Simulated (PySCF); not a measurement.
## Spin states and ions at one geometry of WOF3

PySCF 2.14.0, UKS BP86, W def2-SVP with ECP60, O def2-SVP, F def2-SVP; non-relativistic Hamiltonian with scalar-relativistic core potentials where named; density fitting; no spin-orbit coupling; singlets restricted, open shells unrestricted. The geometry is relaxed for charge 0, doublet, vacuum:

```xyz
5

W    -0.0482    0.0903   -0.0442
O     0.6897    1.1731    1.0593
F    -0.7940   -1.1761    1.1027
F     0.6943   -1.1615   -1.2570
F    -0.6843    1.2580   -1.3514
```

Energies count from the relaxed state; an electron taken off or put on is at rest in vacuum. Charges and spins are Mulliken's.

```csv
state,energy (eV),spin squared,charge on W1 (e),spin on W1 (e),dipole about the centre of mass (D)
"charge 0, doublet, vacuum",0.00,0.75,1.08,0.92,0.72
"charge 0, quartet, vacuum",5.15,3.75,0.92,1.77,0.87
"charge +1, singlet, vacuum",9.31,0.00,1.55,0.00,0.61
"charge -1, singlet, vacuum",-1.18,0.00,0.36,0.00,1.26
"charge -1, triplet, vacuum",-0.77,2.01,0.51,1.86,0.99
```

What does the state charge +1, triplet, vacuum give?

energy (eV) 12.89, spin squared 2.00, charge on W1 (e) 1.40, spin on W1 (e) 0.86, dipole about the centre of mass (D) 0.90.

With an electron taken off (singlet, the lower of the two states computed) the charges change, summed by element, by W +0.46 e, O +0.18 e, F +0.36 e. The vertical ionisation energy is 9.31 eV, against −ε(HOMO) = 5.72 eV over both spins of the relaxed state. The level lies 3.6 eV too high, as is usual for semilocal functionals and global hybrids, which keep a self-interaction error.

With an electron put on (singlet, the lower of the two states computed) the charges change, summed by element, by W -0.73 e, O -0.10 e, F -0.17 e. The vertical electron affinity is 1.18 eV, against −ε(LUMO) = 4.39 eV over both spins of the relaxed state. The basis has no diffuse functions, which an added electron needs. The added electron's level lies above zero.

Open shells may have lower solutions than those found. Hard to converge, so the more doubtful: charge 0, quartet, vacuum; charge +1, triplet, vacuum.
